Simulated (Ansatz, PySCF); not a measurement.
Species: GaF, net charge 0, singlet state. 
Structure (B3LYP-D3(BJ)/def2-TZVP (Ansatz, a quantum-chemistry and plane-wave program) minimum search):
```xyz
2

Ga     0.0000     0.0000    -0.4051
F      0.0000     0.0000     1.3954
```
Charge 0, spin multiplicity 1.

Dipole moments at this geometry, in debye (magnitudes).

```
level                program  dipole (D)
-------------------  -------  ----------
SVWN5/def2-TZVPD      Ansatz        2.36
TPSS/def2-TZVPD        PySCF        2.23
PBE0/def2-TZVPD       Ansatz        2.40
TPSSh/def2-TZVPD       PySCF         ___
r2SCANh/def2-TZVPD    Ansatz        2.30
CCSD(T)/aug-cc-pVDZ   Ansatz         ___
```

Question: Complete the blanks.

Answer: 
- TPSSh/def2-TZVPD, dipole (D): 2.28
- CCSD(T)/aug-cc-pVDZ, dipole (D): 2.42
